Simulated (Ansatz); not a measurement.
A nudged elastic band was laid between two geometries of CH₉AlSi₃ (14 atoms, charge 0, multiplicity 1).

Computed with Ansatz, RKS B3LYP-D4/6-31G*.

```json
{
 "movable images": "7",
 "climbing image": "yes",
 "spring": "5.0 eV/Å²",
 "optimiser": "quadratic models (default)",
 "start path": "IDPP",
 "force threshold": "0.03 eV/Å",
 "iteration limit": "59",
 "end points": "relaxed"
}
```

Image 0:

```xyz
14
Properties=species:S:1:pos:R:3
Al 0.208 1.698 1.348
Si -1.706 1.023 -0.067
Si -0.700 -0.744 -1.207
C 0.348 -1.814 0.009
Si 1.498 -0.481 -0.696
H 0.943 3.077 1.065
H 0.472 0.885 2.689
H -2.934 0.557 0.648
H -2.135 2.046 -1.066
H -1.176 -1.437 -2.432
H 0.574 -2.812 -0.378
H 0.095 -1.852 1.068
H 1.674 0.654 0.298
H 2.827 -0.828 -1.250
```

Image 8:

```xyz
14
Properties=species:S:1:pos:R:3
Al -0.497 3.212 -0.381
Si -1.427 1.024 0.206
Si -0.022 -0.611 -0.696
C 0.111 -2.324 0.172
Si 1.761 -1.411 0.469
H 0.450 3.988 0.636
H -0.768 3.834 -1.821
H -1.428 0.771 1.678
H -2.825 0.811 -0.281
H 0.046 -0.674 -2.181
H 0.129 -3.200 -0.478
H -0.532 -2.486 1.039
H 2.029 -0.986 1.865
H 2.959 -1.977 -0.199
```

Question: Which bonds break or form, and what moves?

Answer: No bond is made or broken. The dihedral H7–Al1–Si2–Si3 goes from -82 to 81°.

Question: What energy profile does the band end with?

Answer: It converged. The highest image is number 4 of 0 to 8, 13.0 kJ/mol above the first end and 4.4 kJ/mol above the last; the last end lies 8.7 kJ/mol above the first. A vibrational analysis at the climbing image gives one clearly imaginary mode, 64i cm⁻¹, and a faint second one (21i cm⁻¹) that may be numerical noise or a soft torsion: probably a first-order saddle point.

```tsv
image	path coordinate (Å)	energy (kJ/mol)	dihedral H7–Al1–Si2–Si3 (°)
0	0.00	0.0	-82
1	1.30	6.3	-95
2	2.59	10.4	-122
3	3.89	13.0	-162
4	5.19	13.0	158
5	6.48	12.8	129
6	7.76	10.8	105
7	9.04	9.0	88
8	10.33	8.7	81
```

Question: What is the geometry of the highest image?

Answer: 
```xyz
14
Properties=species:S:1:pos:R:3
Al -0.501 2.286 1.699
Si -1.759 0.704 0.297
Si -0.394 -0.550 -1.132
C 0.663 -1.949 -0.330
Si 1.874 -0.605 -0.932
H 1.047 2.070 1.991
H -1.231 3.555 2.325
H -2.555 -0.238 1.147
H -2.754 1.441 -0.542
H -0.978 -0.932 -2.446
H 0.674 -2.904 -0.858
H 0.566 -2.098 0.746
H 2.573 0.161 0.128
H 2.762 -0.970 -2.063
```

The band took 36 iterations and roughly 20 core-minutes.

Run time: 10 min on 2 threads of AMD EPYC 9R14 (Zen 4), with other jobs on the host, peak memory 0.29 GiB.
